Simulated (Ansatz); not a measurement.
Basis-set extrapolation for C$_{2}$H$_{5}$BO, SMILES `B/C=C\O` (PBE0-D4/def2-TZVP geometry, frozen core, the Gaussian-basis code of Ansatz). Multiplicity 1, RHF reference.

|  | def2-TZVPP | def2-QZVPP |
| --- | --- | --- |
| HF | -178.227794 | -178.236215 |
| MP2 correlation | -0.660274 | -0.706674 |
| CCSD(T) correlation | -0.719396 | -0.760846 |

Energies in hartree. Use E(X) = E(∞) + A·exp(−7.88·√X) for Hartree–Fock and E(X) = E(∞) + B·X^(−2.97) for correlation, with X = 3 and 4.

What is the CCSD(T) energy at the basis-set limit?

HF limit: -178.236215 + (-0.008421) × 0.13774 = -178.23737. Correlation limit: -0.760846 + (-0.041450) × 0.74074 = -0.79155. Total: -179.02892 hartree, 214.6 kJ/mol below CCSD(T)/def2-TZVPP.
